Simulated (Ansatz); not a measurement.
H₉FSi₄, singlet, geometry from GFN2-xTB; HF/def2-TZVPP (Ansatz, a first-principles code).

Here is a job for Ansatz.
Ansatz 0.2 input:
```yaml
crystal:
  periodic: [false, false, false]
  atoms:
    - {symbol: F, position_ang: [0.38453511, 0.16445129, -1.78135021]}
    - {symbol: Si, position_ang: [0.04302425, 0.01492516, -0.17337078]}
    - {symbol: Si, position_ang: [1.79522585, -1.31355536, 0.60797460]}
    - {symbol: Si, position_ang: [0.03989264, 2.22668627, 0.57071206]}
    - {symbol: Si, position_ang: [-2.05563781, -1.00563049, -0.17075154]}
    - {symbol: H, position_ang: [1.85982466, -2.63304810, -0.02746821]}
    - {symbol: H, position_ang: [1.62019970, -1.54520996, 2.04535863]}
    - {symbol: H, position_ang: [3.11909865, -0.70811100, 0.43582090]}
    - {symbol: H, position_ang: [-0.94812893, 3.07032741, -0.10828223]}
    - {symbol: H, position_ang: [-0.29446100, 2.25135583, 1.99834756]}
    - {symbol: H, position_ang: [1.33059795, 2.90643831, 0.42742505]}
    - {symbol: H, position_ang: [-3.09344542, -0.21640752, -0.84070275]}
    - {symbol: H, position_ang: [-2.07452046, -2.32999418, -0.79851276]}
    - {symbol: H, position_ang: [-2.49505006, -1.18937025, 1.21626468]}
basis:
  gaussian:
    orbitals: def2-TZVPP
hamiltonian:
  xc: hf
```

Output, abridged:

```
Functional definition: HF
2060 factors; their error is unknown
mean field evaluation 1: about -34297.1133 eV, gradient 3.2e1 eV
mean field evaluation 2: about -34299.8095 eV, gradient 2.0e1 eV
mean field evaluation 4: about -34300.5523 eV, gradient 6.2e-1 eV
mean field evaluation 8: about -34301.0414 eV, gradient 4.2e-1 eV
mean field -34301.04149029 eV, -1260.5400246871 hartree, gradient 2.6e-5 eV, S^2 0.000000; 0 other end points of the search recorded, 0 dependent functions left out
reference -34301.04149029 eV, -1260.5400246871 hartree; 37, 37 occupied and 288, 288 virtual orbitals, 2060 factors
Total energy: -34301.04149029 eV, -1260.5400246871 hartree
```
